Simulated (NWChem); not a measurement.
System: C2H5ClSi; SMILES C(=C/[SiH3])/Cl

The following NWChem deck was run.

```
start job
memory heap 200 mb stack 900 mb global 1100 mb
geometry units angstroms noautosym nocenter noautoz
  Si    -0.428366     1.661996     0.000000
  C      1.077715     0.539516     0.000000
  C      1.031654    -0.794251     0.000000
  Cl    -0.449892    -1.688109     0.000000
  H     -1.265245     1.430292     1.215475
  H     -1.265245     1.430292    -1.215475
  H      0.045022     3.078738     0.000000
  H      2.083037     0.976693     0.000000
  H      1.910780    -1.445205     0.000000
end
basis spherical
  * library 6-31g*
end
dft
  xc hfexch
  iterations 150
end
property
  shielding 8 1 2 3 4 5 7 8 9
  efieldgrad
end
task dft property
```

Geometry: optimised at PBE0/def2-SVP.

GIAO values for the isolated, static molecule; σ is the absolute isotropic shielding, δ = σ(reference) − σ with the isolated reference molecule computed at the same levels (13C: tetramethylsilane, 1H: tetramethylsilane, 29Si: tetramethylsilane).

Atoms are numbered as in the input.

### Question
Predict the main results of this run. (Hartree-Fock/6-31G* (spherical d), GIAO.) Quantities: δ Si1 (ppm); δ C2 (ppm); δ C3 (ppm); σ Cl4 (ppm); δ H5 (rotor mean) (ppm); δ H8 (ppm); δ H9 (ppm).

### Answer
```json
{
 "δ Si1 (ppm)": "-54.4",
 "δ C2 (ppm)": "120.6",
 "δ C3 (ppm)": "140.2",
 "σ Cl4 (ppm)": "821.4",
 "δ H5 (rotor mean) (ppm)": "4.28",
 "δ H8 (ppm)": "5.80",
 "δ H9 (ppm)": "6.67"
}
```
